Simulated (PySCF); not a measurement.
C₈H₈OSi.
Numbering: `[CH:1]1=[CH:2][C:3]([c:4]2[cH:5][cH:6][cH:7][o:8]2)=[CH:9][SiH2:10]1`

Geometry (PBE0-D3(BJ)/def2-SVP, Å), atoms numbered from 1 in this order:
```xyz
18
C8H8OSi angstrom
C     -2.8079   -0.3060   -0.6914
C     -1.5056   -0.1430   -0.9932
C     -0.5635    0.0560    0.1424
C      0.8461    0.2355   -0.1343
C      1.5752    0.2488   -1.3005
C      2.9323    0.4666   -0.9252
C      2.9271    0.5708    0.4357
O      1.6791    0.4343    0.9158
C     -1.1170    0.0543    1.3849
Si    -2.9506   -0.2102    1.1759
H     -3.5678   -0.4567   -1.4605
H     -1.1223   -0.1505   -2.0189
H      1.1866    0.1145   -2.3068
H      3.7986    0.5369   -1.5789
H      3.7094    0.7375    1.1717
H     -0.5072    0.1932    2.2785
H     -3.7953    0.9280    1.6558
H     -3.4723   -1.4636    1.8048
```

Probes without a nucleus sit at each ring's centroid and 1 Å off its mean plane on both sides; NICS is minus the shielding there, NICSzz its component along the normal. Level: GIAO B3LYP/pcSseg-1 (PySCF, non-relativistic, gas phase) on the PBE0-D3(BJ)/def2-SVP geometry, one conformer.

Rings: 1. C1–C2–C3–C9–Si10; 2. C4–C5–C6–C7–O8.

```json
{"set": "P", "NICS(0)": "-10.6", "NICS(1), two faces": "-9.4 / -9.4", "NICS(1)zz, two faces": "-23.3 / -23.3"}
{"set": "Q", "NICS(0)": "0.3", "NICS(1), two faces": "-2.0 / -2.0", "NICS(1)zz, two faces": "0.5 / 0.5"}
```

Problem. Which set (ppm) belongs to which ring?

Solution. P = 2, Q = 1.
- 1 (5-membered ring with Si; formal bonds 2 double, 3 single): mean NICS(1)zz 0.5 ppm, near zero. Si10 has four or more neighbours; no verdict on aromaticity is drawn.
- 2 (5-membered ring with O; formal bonds all aromatic): mean NICS(1)zz -23.3 ppm, shielded. For a flat ring without four-coordinate atoms the NICS criterion counts such a value as aromatic.

Problem. How do the rings differ in shape?

Solution. 
```tsv
ring	bond lengths (Å)	rms pucker (Å)	HOMA	nearest outside atom to a NICS(1) probe (Å)
1	1.347, 1.489, 1.360, 1.864, 1.875	0.00	–	hydrogen 2.41
2	1.375, 1.425, 1.365, 1.344, 1.355	0.00	0.44	hydrogen 2.44
```

HOMA = 1 − mean of α(R − Ropt)² over the ring bonds, with Krygowski's 1993 parameters (CC: Ropt 1.388 Å, α 257.7 Å⁻²; CO: Ropt 1.265 Å, α 157.38 Å⁻²). A dash marks a ring with a four-coordinate atom, a triple bond, no multiple bond or a kind of bond without parameters.
